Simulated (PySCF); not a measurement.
Species: BF4H2P.
SMILES: `F[PH2+][B-](F)(F)F`

Method: MP2 and CCSD/aug-cc-pVDZ in PySCF, restricted Hartree–Fock reference, 10 core orbitals frozen, non-relativistic, gas phase, PBE0-D3(BJ)/def2-SVP geometry.

E(HF) = -764.57358 Eh.

Q: How large is the problem?

A: 160 basis functions and 58 electrons; 10 orbitals frozen, which leaves o = 19 correlated occupied and v = 131 virtual orbitals. That is o·v = 2489 singles and o·v(o·v + 1)/2 = 3098805 distinct closed-shell doubles amplitudes before symmetry; the costliest CCSD step grows as o²v⁴ = 1.1 × 10^11.

Q: What are the MP2 and CCSD correlation energies?

A: MP2 -1.0296 Eh and CCSD -1.0561 Eh, which gives totals of -765.60314 and -765.62965 Eh. That is 0.756 eV for each correlated electron at CCSD (2773 kJ/mol in all, 0.138 % of the total energy); MP2 gives 97.5 % of the CCSD value.

Q: What is the T1 diagnostic?

A: 0.0144, below the customary warning level of 0.02. It is the norm of the spatial-orbital singles amplitudes over the root of the number of correlated electrons, so the norm is 0.089.

Q: How does correlation change the dipole moment?

A: HF gives 4.00 D and CCSD (unrelaxed density) 3.80 D, a change of -0.20 D.

Connected triples and the basis-set limit are missing.

The job also held the EOM ionisation roots. Hardware: Arm Neoverse V1, one thread (shared host). Cost: 8.5 min wall, 2.9 GiB resident at most.

Conformer computed: `[F:1][PH2+:2][B-:3]([F:4])([F:5])[F:6]`: F1–P2–B3–F4 -59°.
